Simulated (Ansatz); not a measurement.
One change: `C[SiH](Cl)S[SiH2]Cl` becomes `Cl[SiH2]S[SiH](Cl)Cl`.

Ansatz, PBE0-D4/def2-TZVP geometries, multiplicity 1. Each molecule was computed in one conformer, which needn't be the lowest.

```json
{"property": "HOMO energy (ωB97M-V/def2-TZVPP) / eV", "`C[SiH](Cl)S[SiH2]Cl`": "-10.07"}
{"property": "HOMO energy (PBE0/def2-TZVPP) / eV", "`C[SiH](Cl)S[SiH2]Cl`": "-7.91"}
{"property": "LUMO energy (ωB97M-V/def2-TZVPP) / eV", "`C[SiH](Cl)S[SiH2]Cl`": "1.60"}
{"property": "LUMO energy (B3LYP/def2-TZVPP) / eV", "`C[SiH](Cl)S[SiH2]Cl`": "-0.39"}
{"property": "size of the dipole moment (ωB97M-V/def2-TZVPP) / D", "`C[SiH](Cl)S[SiH2]Cl`": "1.53"}
{"property": "HOMO–LUMO gap (ωB97M-V/def2-TZVPP) / eV", "`C[SiH](Cl)S[SiH2]Cl`": "11.67"}
```

**Question.** What does the change do to each property? (Estimate.)

**Answer.** The calculation gave: 
| property | `Cl[SiH2]S[SiH](Cl)Cl` | shift |
| --- | --- | --- |
| HOMO energy (ωB97M-V/def2-TZVPP) / eV | -10.41 | -0.34 |
| HOMO energy (PBE0/def2-TZVPP) / eV | -8.26 | -0.35 |
| LUMO energy (ωB97M-V/def2-TZVPP) / eV | 1.40 | -0.20 |
| LUMO energy (B3LYP/def2-TZVPP) / eV | -0.69 | -0.30 |
| size of the dipole moment (ωB97M-V/def2-TZVPP) / D | 1.16 | -0.37 |
| HOMO–LUMO gap (ωB97M-V/def2-TZVPP) / eV | 11.81 | 0.14 |

With PBE0 the HOMO falls by 0.35 eV and the LUMO falls by 0.25 eV, so the gap widens by about 0.10 eV. PBE moves the HOMO by -0.34 eV and ωB97M-V by -0.34 eV. Dipoles are sizes alone; their direction can turn.

B3LYP here is the variant with VWN-RPA as its local correlation; programs differ in this.
